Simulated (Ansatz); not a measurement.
Computed with Ansatz on PBE0-D4/def2-TZVP structures; ΔE is electronic, products minus reactants. CCSD(T)/CBS adds triple-zeta CCSD(T) − MP2 to the extrapolated MP2 energy (def2 sets, frozen cores). Functionals use def2-TZVPP. def2 core potentials past Kr. For Ga, Sn outer-core shells are correlated without core-valence functions, which leaves a few kJ/mol of doubt a bond. Scalar relativity is left out up to krypton.

`C[NH][SnH3]` + `[GaH3]` → `[GaH2][SnH3]` + CH₃NH₂  (formal exchange of groups at the Sn–N bond)

`C[NH][SnH3]`:

```xyz
10

C     0.860    1.125   -0.416
N    -0.439    0.687    0.060
Sn   -0.687   -1.274    0.512
H     0.897    2.218   -0.468
H     1.635    0.819    0.295
H     1.152    0.736   -1.403
H    -1.179    1.043   -0.530
H    -2.328   -1.470    0.927
H     0.358   -1.583    1.824
H    -0.269   -2.300   -0.802
```

`[GaH3]`:

Z-matrix (Å, degrees):
```
Ga
H 1 1.568
H 1 1.568 2 120.0
H 1 1.568 2 120.0 3 -179.9
```

`[GaH2][SnH3]`:

```xyz
7

Ga    1.212    0.801   -0.520
Sn   -0.849   -0.566    0.341
H     2.620    0.610    0.155
H     1.065    1.832   -1.698
H    -2.156   -0.594   -0.763
H    -0.446   -2.193    0.688
H    -1.445    0.110    1.797
```

CH₃NH₂:

Z-matrix (Å, degrees):
```
C
N 1 1.453
H 1 1.092 2 109.4
H 1 1.100 2 115.4 3 -121.6
H 1 1.092 2 109.4 3 116.8
H 2 1.012 1 110.6 3 62.6
H 2 1.012 1 110.6 3 -179.3
```

CCSD(T)/CBS gives -69.8 kJ/mol.

(1) Another level gave -62.3 kJ/mol. Which?
A. SCS-MP2/def2-TZVPP
B. B97M-V/def2-TZVPP
C. BLYP-D4/def2-TZVPP
D. PBE0-D4/def2-TZVPP

Largest T1 diagnostic among the species: 0.014.

Results:

(1) A. SCS-MP2/def2-TZVPP -62.3, BLYP-D4 -68.8, PBE0-D4 -78.6, B97M-V -57.4 kJ/mol.

Leaving LDA and LC-ωPBE aside and taking each functional with its dispersion term where it has one, the values, not all of them listed here, spread over 21.6 kJ/mol, from HSE06-D4 to B97M-V. From r2SCAN to r2SCAN0 (25 % exact exchange), in def2-TZVPP and without D4, ΔE moves by −4.3 kJ/mol. The D4 term adds +4.1 kJ/mol with B3LYP and +2.1 kJ/mol with PBE0; it sums over pairs of atoms, weighted by their polarisabilities, and B3LYP, whose exchange is more repulsive, gets the larger term.

B3LYP here is the variant with VWN-RPA as its local correlation; programs differ in this.
